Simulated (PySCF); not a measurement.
# Spinor energies of Ga²⁶⁺ (gallium, charge +26)

Start: [He] 2s2 2p1; 2p1/2 filled at m_j = +1/2. Calculated with PySCF 2.14 in an uncontracted even-tempered set (17 s from 8.4 bohr⁻², ratio 2.4; 11 p from 11 bohr⁻², ratio 2.4; 5 d from 37 bohr⁻², ratio 2.6; 4 f from 55 bohr⁻², ratio 2.6): generalised Hartree-Fock with the X2C-1e Hamiltonian and a Gaussian nucleus; one run each with spin-orbit coupling (SO) switched off, then screened by Boettger's factors.

```csv
spinor shell,electrons,"ε, spin-free (eV)","ε, screened SO (eV)",weight of nominal j (screened SO),"rms radius, screened SO (bohr)"
1s1/2,2,-12197.8,-12195.9,1.000,0.0556
2s1/2,2,-2745.0,-2744.4,1.000,0.219
2p1/2,1,-2666.0,-2688.3,1.000,0.188
```

| quantity | spin-free | screened SO |
| --- | --- | --- |
| E (hartree) | -1266.62162 | -1267.43961 |
| M_J | 1/2 | 1/2 |
| ⟨J²⟩ | 1.116 | 0.750 |
| ⟨L²⟩ | 2.000 | 2.000 |
| ⟨S²⟩ | 0.750 | 0.750 |

Each row is a mean over spinors that exchange with the open shell spreads, by up to 7.984 eV (2s1/2).

Without spin-orbit coupling the j labels of p, d and f shells carry no meaning; the spin-free column gives the mean over the occupied spinors of each nl shell, and its ⟨J²⟩ belongs to a mixture of degenerate components.
